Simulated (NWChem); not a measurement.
System: C3H6O2; SMILES OC1COC1

The following NWChem deck was run.

```
start job
memory heap 200 mb stack 900 mb global 1100 mb
geometry units angstroms noautoz
  O     -0.038843    -1.735350    -0.324359
  C      0.026836    -0.545601     0.417807
  C     -1.028016     0.498681     0.017600
  O     -0.027420     1.531005    -0.103609
  C      1.031445     0.557928    -0.006310
  H      0.595836    -2.365586     0.060807
  H      0.046032    -0.733996     1.516503
  H     -1.504161     0.236088    -0.956909
  H     -1.818987     0.754444     0.756143
  H      1.499709     0.324595    -0.992790
  H      1.821302     0.861265     0.716847
end
basis spherical
  * library def2-svp
end
dft
  xc xperdew91 perdew91
  iterations 150
  mulliken
end
task dft energy
```

Excerpt of the output:

```
             Northwest Computational Chemistry Package (NWChem) 7.3.0
             --------------------------------------------------------

 C1  symmetry detected

                             Geometry "geometry" -> ""
                             -------------------------

 Output coordinates in angstroms (scale by  1.889725989 to convert to a.u.)

  No.       Tag          Charge          X              Y              Z
 ---- ---------------- ---------- -------------- -------------- --------------
    1 O                    8.0000    -0.05044549    -1.75811570    -0.27133977
    2 C                    6.0000     0.01963754    -0.54413962     0.43007111
    3 C                    6.0000    -1.03431667     0.48818633    -0.00223312
    4 O                    8.0000    -0.03206904     1.51379768    -0.16097148
    5 C                    6.0000     1.02517941     0.54240790    -0.03381548
    6 H                    1.0000     0.58409794    -2.37628591     0.13312026
    7 H                    1.0000     0.04157581    -0.69539642     1.53444159
    8 H                    1.0000    -1.51372388     0.19383137    -0.96600737
    9 H                    1.0000    -1.82269862     0.77032858     0.72943979
   10 H                    1.0000     1.49019848     0.27497328    -1.01314905
   11 H                    1.0000     1.81766483     0.86836559     0.67650972

 Effective nuclear repulsion energy (a.u.)     186.0992637393

  perdew91 is a nonlocal functional; adding pw91lda local functional.

                                 NWChem DFT Module
                                 -----------------

 Summary of "ao basis" -> "ao basis" (spherical)
 ------------------------------------------------------------------------------
       Tag                 Description            Shells   Functions and Types
 ---------------- ------------------------------  ------  ---------------------
 O                          def2-svp                 6       14   3s2p1d
 C                          def2-svp                 6       14   3s2p1d
 H                          def2-svp                 3        5   2s1p

            General Information
            -------------------
          SCF calculation type: DFT
          Wavefunction type:  closed shell.
          No. of atoms     :    11
          No. of electrons :    40
           Alpha electrons :    20
            Beta electrons :    20
          Charge           :     0
          Spin multiplicity:     1
          Use of symmetry is: off; symmetry adaption is: off
          Maximum number of iterations: 150
          AO basis - number of functions:   100
                     number of shells:    48
          Convergence on energy requested:  1.00D-06
          Convergence on density requested:  1.00D-05
          Convergence on gradient requested:  5.00D-04

              XC Information
              --------------
                 Perdew 1991   Exchange Functional  1.000
                Perdew 1991 Correlation Functional  1.000 non-local
            Perdew 1991 LDA Correlation Functional  1.000 local

             Grid Information
             ----------------
          Grid used for XC integration:  medium
          Radial quadrature: Mura-Knowles
          Angular quadrature: Lebedev.
          Tag              B.-S. Rad. Rad. Pts. Rad. Cut. Ang. Pts.
          ---              ---------- --------- --------- ---------
          O                   0.60       49          11.0       434
          C                   0.70       49          10.0       434
          H                   0.35       45          11.0       434
          Grid pruning is: on
          Number of quadrature shells:   515
          Spatial weights used:  Erf1

      Superposition of Atomic Density Guess
      -------------------------------------

 Sum of atomic energies:        -265.25241337

      Non-variational initial energy
      ------------------------------

 Total energy =    -267.993983
 1-e energy   =    -729.805010
 2-e energy   =     275.711763
 HOMO         =      -0.310692
 LUMO         =       0.081536

     ---------------------------------------------
      Total Density - Mulliken Population Analysis
     ---------------------------------------------

    Atom       Charge   Shell Charges
 -----------   ------   -------------------------------------------------------
    1 O    8     8.60   1.99  1.10  0.64  3.01  1.85  0.01
    2 C    6     5.89   1.99  0.94  0.27  1.79  0.83  0.06
    3 C    6     5.74   1.99  0.95  0.19  1.80  0.77  0.05
    4 O    8     8.69   1.99  1.11  0.73  2.96  1.90  0.01
    5 C    6     5.74   1.99  0.95  0.19  1.79  0.77  0.05
    6 H    1     0.66   0.53  0.08  0.06
    7 H    1     0.94   0.70  0.22  0.02
    8 H    1     0.94   0.69  0.23  0.02
    9 H    1     0.93   0.69  0.22  0.02
   10 H    1     0.94   0.69  0.23  0.02
   11 H    1     0.93   0.69  0.22  0.02

   convergence    iter        energy       DeltaE   RMS-Dens  Diis-err
 ---------------- ----- ----------------- --------- --------- ---------
 d= 0,ls=0.0,diis     1   -267.9227086028 -4.54D+02  2.01D-02  8.86D-01
 d= 0,ls=0.0,diis     2   -267.7852952008  1.37D-01  1.23D-02  2.39D+00
 d= 0,ls=0.0,diis     3   -268.0161322446 -2.31D-01  2.12D-03  8.29D-02
 d= 0,ls=0.0,diis     4   -268.0222481344 -6.12D-03  1.10D-03  1.26D-02
 d= 0,ls=0.0,diis     5   -268.0233619400 -1.11D-03  3.44D-04  2.14D-03
  Resetting Diis
 d= 0,ls=0.0,diis     6   -268.0235689549 -2.07D-04  9.68D-05  1.01D-04
 d= 0,ls=0.0,diis     7   -268.0235801664 -1.12D-05  3.54D-05  3.50D-06
 d= 0,ls=0.0,diis     8   -268.0235796612  5.05D-07  2.33D-05  8.42D-06
 d= 0,ls=0.0,diis     9   -268.0235805194 -8.58D-07  4.09D-06  2.65D-07

         Total DFT energy =     -268.023580519393
      One electron energy =     -733.863569543742
           Coulomb energy =      315.303435179624
    Exchange-Corr. energy =      -35.562709894595
 Nuclear repulsion energy =      186.099263739320

 Numeric. integr. density =       39.999994243624

                       DFT Final Molecular Orbital Analysis
                       ------------------------------------

 Vector   18  Occ=2.000000D+00  E=-2.710697D-01
              MO Center= -2.4D-01,  2.5D-01,  5.7D-02, r^2= 2.8D+00
   Bfn.  Coefficient  Atom+Function         Bfn.  Coefficient  Atom+Function
  ----- ------------  ---------------      ----- ------------  ---------------
    47      0.355349   4 O  py               33     -0.274867   3 C  py
    50      0.251165   4 O  py               18     -0.216991   2 C  px
    31      0.208251   3 C  s                 4      0.200608   1 O  px
     3     -0.185728   1 O  s                20     -0.172001   2 C  pz
    60      0.162471   5 C  px               71      0.160255   6 H  s

 Vector   19  Occ=2.000000D+00  E=-2.277184D-01
              MO Center=  1.3D-01, -9.1D-01, -5.3D-02, r^2= 2.4D+00
   Bfn.  Coefficient  Atom+Function         Bfn.  Coefficient  Atom+Function
  ----- ------------  ---------------      ----- ------------  ---------------
     4      0.375155   1 O  px                6     -0.317577   1 O  pz
     7      0.285361   1 O  px               59     -0.282327   5 C  s
    61      0.234961   5 C  py                9     -0.230849   1 O  pz
     5      0.185469   1 O  py               47     -0.173408   4 O  py
    18     -0.152988   2 C  px               76      0.147279   7 H  s

 Vector   20  Occ=2.000000D+00  E=-2.017969D-01
              MO Center= -2.6D-02,  1.1D+00, -1.8D-01, r^2= 2.0D+00
   Bfn.  Coefficient  Atom+Function         Bfn.  Coefficient  Atom+Function
  ----- ------------  ---------------      ----- ------------  ---------------
    48      0.567116   4 O  pz               51      0.413378   4 O  pz
    91      0.198865  10 H  s                81      0.196817   8 H  s
    92      0.196359  10 H  s                82      0.181324   8 H  s
    86     -0.154425   9 H  s                96     -0.142168  11 H  s
    62     -0.136885   5 C  pz               87     -0.136346   9 H  s

 Vector   21  Occ=0.000000D+00  E= 8.349291D-03
              MO Center=  4.9D-01, -1.5D+00,  5.7D-01, r^2= 4.5D+00
   Bfn.  Coefficient  Atom+Function         Bfn.  Coefficient  Atom+Function
  ----- ------------  ---------------      ----- ------------  ---------------
    17      1.193689   2 C  s                72     -0.978481   6 H  s
    77     -0.785233   7 H  s                 3      0.606716   1 O  s
    97     -0.366172  11 H  s                64      0.328925   5 C  py
    87     -0.316229   9 H  s                36      0.294075   3 C  py
    23      0.292467   2 C  pz               22      0.288191   2 C  py

 Vector   22  Occ=0.000000D+00  E= 3.974369D-02
              MO Center= -2.1D-02,  4.1D-01,  4.6D-01, r^2= 4.5D+00
   Bfn.  Coefficient  Atom+Function         Bfn.  Coefficient  Atom+Function
  ----- ------------  ---------------      ----- ------------  ---------------
    31      0.799713   3 C  s                77     -0.760987   7 H  s
    87     -0.706967   9 H  s                97     -0.662499  11 H  s
    45      0.637994   4 O  s                59      0.630741   5 C  s
    63      0.437638   5 C  px               36     -0.432436   3 C  py
    23      0.402448   2 C  pz               64     -0.394347   5 C  py

 Vector   23  Occ=0.000000D+00  E= 6.446734D-02
              MO Center=  1.0D-01, -6.2D-01,  4.4D-01, r^2= 6.0D+00
   Bfn.  Coefficient  Atom+Function         Bfn.  Coefficient  Atom+Function
  ----- ------------  ---------------      ----- ------------  ---------------
    17      1.259261   2 C  s                72      0.886261   6 H  s
    77     -0.733596   7 H  s                87     -0.626467   9 H  s
    64      0.565442   5 C  py               36      0.561262   3 C  py
    45     -0.480347   4 O  s                97     -0.475928  11 H  s
     3     -0.432642   1 O  s                22      0.409244   2 C  py

[...]
```

Level: PW91/def2-SVP. The geometry was optimised at PBE-D3(BJ)/def2-SVP.
